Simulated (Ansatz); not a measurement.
Consider the ligand exchange at a Ge–Cl bond: `C#[C][Ge]([F])([Cl])[Cl]` + H–F → `C#[C][Ge]([F])([F])[Cl]` + HCl.

Computed with Ansatz on PBE0-D4/def2-TZVP structures; ΔE is electronic, products minus reactants. CCSD(T)/CBS is the MP2 limit (def2-TZVPP, def2-QZVPP) plus CCSD(T) − MP2 in def2-TZVPP, frozen cores. This one scheme is used for every species. For Ge outer-core shells are correlated without core-valence functions, which leaves a few kJ/mol of doubt a bond. Scalar relativity is left out up to krypton.

```csv
species,CCSD(T)/CBS(def2) energy (Eh)
`C#[C][Ge]([F])([Cl])[Cl]`,-3172.22888
H–F,-100.39570
`C#[C][Ge]([F])([F])[Cl]`,-2812.23968
HCl,-460.38127
```

(1) Work out ΔE.

Largest T1 diagnostic among the species: 0.012.

## Answers

(1) ΔE = (-2812.23968) + (-460.38127) − (-3172.22888) − (-100.39570) = 0.00363 Eh = +9.5 kJ/mol.

From r2SCAN to r2SCAN0 (25 % exact exchange), in def2-TZVPP and without D4, ΔE moves by +3.5 kJ/mol. In def2-TZVPP, CCSD(T) changes the Hartree–Fock value by +8.6 kJ/mol (the triples alone add +1.8 kJ/mol) and MP2 by +15.2 kJ/mol. The D4 term adds +6.5 kJ/mol with B3LYP and +3.5 kJ/mol with PBE0; it sums over pairs of atoms, weighted by their polarisabilities, and B3LYP, whose exchange is more repulsive, gets the larger term.

B3LYP here is the variant with VWN-RPA as its local correlation; programs differ in this.
